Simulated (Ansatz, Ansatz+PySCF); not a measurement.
```xyz
2

S     0.0000    0.0000    0.0000
S     0.0000    0.0000    2.1500
```

Basis set: def2-SVP (spherical functions). Left uncorrelated: 10 orbitals. Correlation on ROHF uses semicanonical orbitals with singles. Charge 0, multiplicity 3.

Computed with Ansatz (development build ahead of 0.2.0); each method stands on the lowest determinant of its kind that the runs found.

(1) Give the atomization energy at this shape (free ground-state atoms in the same class of orbitals less the molecule, no zero-point energy) of triplet S₂ by ROHF-MP2, ROHF.

## Answers

(1)

| method | atomization energy |
| --- | --- |
| ROHF-MP2 | 2.60 eV |
| ROHF | 1.16 eV |

Caution for ROHF-MP2: bonds are stretched, where a single reference can fail.
